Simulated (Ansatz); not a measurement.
Born–Oppenheimer molecular dynamics of BF2H4N (8 atoms, charge 0, multiplicity 1). It starts at the highest image of a converged band. Of that band: The profile has 2 maxima (images 2, 4) with wells between them (image 3): this band takes more than one step, which may be the mechanism or a detour left from its start path. Neighbouring images differ by up to 1.4 eV, so the band resolves the path poorly. A vibrational analysis at the climbing image gives one clearly imaginary mode, 1328i cm⁻¹: a first-order saddle point.

Level of theory: Ansatz 0.2.0, RKS PBE-D4/def2-SVPD.

```yaml
ensemble: NVE (velocity Verlet)
time_step: 0.5 fs
steps_asked: 200
starting_velocities_drawn_for: 300 K
seed: 3012
```

Frames 5 fs apart, positions in Å, forces in eV/Å.

Velocities at 0 fs (Å/ps):

```
B 0.72 1.49 2.96
N 1.15 1.08 -2.17
H 3.37 4.04 -7.05
H 5.81 3.21 17.95
F 2.99 -1.30 -0.58
F -2.92 0.71 -1.46
H -28.16 -40.37 27.12
H -5.94 13.22 -1.15
```

```xyz
8
Properties=species:S:1:pos:R:3:forces:R:3 time_fs=0 energy_less_start_eV=0.000 T=300
B -0.032 0.255 0.242 -0.03 0.01 0.02
N -0.014 0.058 1.785 0.02 0.00 0.01
H -0.811 -0.415 2.215 0.00 0.00 0.00
H 0.879 -0.172 2.223 0.00 -0.01 0.00
F 1.174 0.054 -0.369 0.01 0.00 -0.01
F -1.161 -0.223 -0.366 0.00 0.00 -0.01
H -0.204 1.690 0.284 0.00 -0.01 -0.01
H -0.172 1.308 1.256 0.00 0.03 0.00
8
Properties=species:S:1:pos:R:3:forces:R:3 time_fs=5 energy_less_start_eV=0.149 T=109
B -0.029 0.259 0.256 -0.05 -0.70 -0.44
N -0.003 0.062 1.778 -0.19 -0.38 0.82
H -0.813 -0.410 2.192 0.07 0.03 -0.02
H 0.858 -0.151 2.279 0.16 -0.12 -0.10
F 1.188 0.049 -0.371 -0.61 0.35 0.26
F -1.174 -0.219 -0.373 0.50 -0.01 0.27
H -0.341 1.576 0.348 0.13 1.35 -0.95
H -0.203 1.344 1.269 -0.02 -0.51 0.16
8
Properties=species:S:1:pos:R:3:forces:R:3 time_fs=10 energy_less_start_eV=0.147 T=112
B -0.028 0.250 0.259 -0.29 0.33 -1.34
N 0.006 0.061 1.783 -0.01 0.08 0.37
H -0.812 -0.405 2.173 -0.17 -0.07 0.13
H 0.864 -0.150 2.310 -0.15 0.11 -0.36
F 1.194 0.047 -0.371 -0.79 0.30 0.40
F -1.181 -0.216 -0.376 0.70 -0.26 0.46
H -0.428 1.701 0.248 0.73 -0.57 0.54
H -0.241 1.284 1.301 -0.02 0.08 -0.20
8
Properties=species:S:1:pos:R:3:forces:R:3 time_fs=15 energy_less_start_eV=0.117 T=150
B -0.032 0.248 0.236 -0.14 0.74 -0.66
N 0.010 0.061 1.794 -1.31 0.18 -0.55
H -0.825 -0.407 2.174 0.34 0.02 0.06
H 0.874 -0.137 2.284 0.34 0.00 0.11
F 1.191 0.049 -0.365 -0.47 0.12 0.15
F -1.180 -0.216 -0.374 0.42 -0.39 0.24
H -0.363 1.728 0.241 0.46 -0.92 0.46
H -0.277 1.234 1.301 0.36 0.25 0.20
8
Properties=species:S:1:pos:R:3:forces:R:3 time_fs=20 energy_less_start_eV=-0.019 T=326
B -0.039 0.262 0.200 0.11 0.88 0.44
N -0.002 0.064 1.797 0.22 0.47 -0.17
H -0.794 -0.422 2.204 -0.15 -0.27 0.30
H 0.913 -0.113 2.250 -0.57 0.08 -0.22
F 1.183 0.052 -0.358 0.36 -0.40 -0.36
F -1.174 -0.221 -0.369 -0.23 -0.56 -0.20
H -0.195 1.578 0.315 -0.15 0.65 -0.79
H -0.232 1.214 1.356 0.42 -0.84 1.02
8
Properties=species:S:1:pos:R:3:forces:R:3 time_fs=25 energy_less_start_eV=-0.499 T=943
B -0.044 0.296 0.168 0.07 1.89 -0.40
N -0.017 0.072 1.797 -0.11 -2.50 0.46
H -0.760 -0.463 2.277 0.17 0.46 -0.22
H 0.895 -0.087 2.199 0.65 -0.41 0.21
F 1.179 0.050 -0.355 1.17 -1.41 -0.61
F -1.171 -0.233 -0.367 -0.52 -0.85 -0.28
H -0.059 1.545 0.240 -0.57 0.56 -0.47
H -0.115 1.050 1.653 -0.86 2.27 1.30
8
Properties=species:S:1:pos:R:3:forces:R:3 time_fs=30 energy_less_start_eV=-0.921 T=1488
B -0.048 0.371 0.132 -0.30 1.99 -0.08
N -0.028 0.062 1.802 1.14 3.98 1.86
H -0.725 -0.462 2.331 -0.26 -0.61 -0.17
H 0.940 -0.149 2.155 -0.75 -0.37 -0.42
F 1.188 0.031 -0.360 0.57 -1.22 -0.10
F -1.173 -0.255 -0.368 0.08 -0.42 -0.01
H -0.050 1.635 0.057 -0.58 -0.36 0.26
H -0.133 1.124 2.231 0.08 -2.97 -1.34
8
Properties=species:S:1:pos:R:3:forces:R:3 time_fs=35 energy_less_start_eV=-1.123 T=1744
B -0.058 0.484 0.092 -0.30 -1.05 -0.53
N -0.028 0.096 1.836 -0.52 -0.58 1.04
H -0.709 -0.557 2.300 0.24 -0.34 -1.39
H 0.894 -0.303 2.045 0.26 -0.15 -0.17
F 1.203 -0.002 -0.365 -0.94 0.07 0.64
F -1.174 -0.281 -0.368 0.98 0.47 0.44
H -0.169 1.676 -0.075 -0.10 0.29 0.34
H -0.156 0.799 2.566 0.39 1.28 -0.37
8
Properties=species:S:1:pos:R:3:forces:R:3 time_fs=40 energy_less_start_eV=-0.807 T=1340
B -0.074 0.577 0.042 -0.06 -2.37 -0.47
N -0.029 0.124 1.883 0.27 -1.35 1.15
H -0.665 -0.711 1.986 -0.27 1.03 -0.28
H 0.848 -0.459 1.884 -0.06 1.06 0.14
F 1.207 -0.035 -0.362 -1.89 1.25 0.82
F -1.163 -0.303 -0.363 1.37 1.13 0.62
H -0.314 1.759 -0.130 0.39 -0.12 0.20
H -0.098 0.639 2.845 0.25 -0.64 -2.17
8
Properties=species:S:1:pos:R:3:forces:R:3 time_fs=45 energy_less_start_eV=-0.500 T=941
B -0.091 0.620 -0.019 0.46 -2.16 -0.18
N -0.027 0.122 1.933 0.21 -2.01 -3.88
H -0.675 -0.654 1.622 -0.36 1.04 1.49
H 0.829 -0.414 1.759 0.73 0.40 0.42
F 1.188 -0.052 -0.350 -1.96 1.70 0.55
F -1.135 -0.310 -0.351 0.97 1.19 0.41
H -0.370 1.816 -0.140 0.56 -0.56 0.02
H -0.016 0.512 2.847 -0.61 0.39 1.16
8
Properties=species:S:1:pos:R:3:forces:R:3 time_fs=50 energy_less_start_eV=-0.474 T=911
B -0.098 0.613 -0.083 1.25 -1.97 0.14
N -0.017 0.095 1.933 1.15 1.63 1.65
H -0.795 -0.417 1.542 -0.32 -1.00 0.79
H 0.925 -0.266 1.723 -0.59 -0.44 0.23
F 1.145 -0.049 -0.331 -1.00 1.38 0.04
F -1.096 -0.303 -0.334 -0.29 0.54 -0.16
H -0.306 1.778 -0.145 0.16 0.45 -0.17
H -0.057 0.412 2.977 -0.36 -0.59 -2.52
8
Properties=species:S:1:pos:R:3:forces:R:3 time_fs=55 energy_less_start_eV=-0.308 T=695
B -0.079 0.571 -0.144 0.32 1.55 0.74
N 0.001 0.083 1.934 -1.53 0.53 -1.43
H -0.903 -0.349 1.666 1.38 -0.86 -0.26
H 0.941 -0.227 1.738 -0.13 -1.08 0.00
F 1.092 -0.029 -0.312 1.85 -0.16 -0.64
F -1.061 -0.290 -0.319 -2.07 -0.69 -0.73
H -0.197 1.789 -0.187 -0.07 -0.43 -0.14
H -0.166 0.300 2.867 0.24 1.14 2.46
```

Of the whole run (100 fs, mean temperature of the second half 919 K): The conserved energy stayed within 0.42 meV per atom of its start (net change -0.023 meV per atom), so the integration is sound. The kinetic energy rose, since the run started high on the potential surface and went downhill. A run of 0.1 ps of so small a system gives no equilibrium averages. The orbitals stay closed-shell, which can raise the energy where a bond breaks towards radicals; this wasn't checked here.

Time of the run: 2.7 min on 4 threads of Arm Neoverse V1 (shared host), peak memory 0.14 GiB.
